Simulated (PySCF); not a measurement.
C10H7N3, SMILES C1=CC2=NC=CC3=NC=CC(=C1)N23. Geometry optimised at B3LYP-D3(BJ)/def2-SVP.

Computed equilibrium geometry at B3LYP-D3(BJ)/def2-SVP (PySCF confirms it by a frequency run) as a Z-matrix, and its point group:
point group Cs.
```
N
C 1 1.4041
C 2 1.3936 1 119.44
H 3 1.0894 2 118.00 1 180.00
C 3 1.4008 4 121.74 2 180.00
C 5 1.3774 3 120.44 4 180.00
H 6 1.0885 5 123.16 3 180.00
H 5 1.0926 6 119.87 7 0.00
C 1 1.4159 2 121.12 3 0.00
N 9 1.3299 1 122.22 2 180.00
C 10 1.3396 9 118.55 1 0.00
C 11 1.3760 10 123.88 9 0.00
H 12 1.0882 11 123.32 10 180.00
H 11 1.0960 10 116.07 9 180.00
C 1 1.4185 2 119.24 3 180.00
N 15 1.3225 1 122.59 2 0.00
C 16 1.3481 15 118.52 1 0.00
C 17 1.3697 16 123.64 15 0.00
H 18 1.0894 17 122.22 16 180.00
H 17 1.0956 16 116.01 15 180.00
```
Charge 0, spin multiplicity 1.
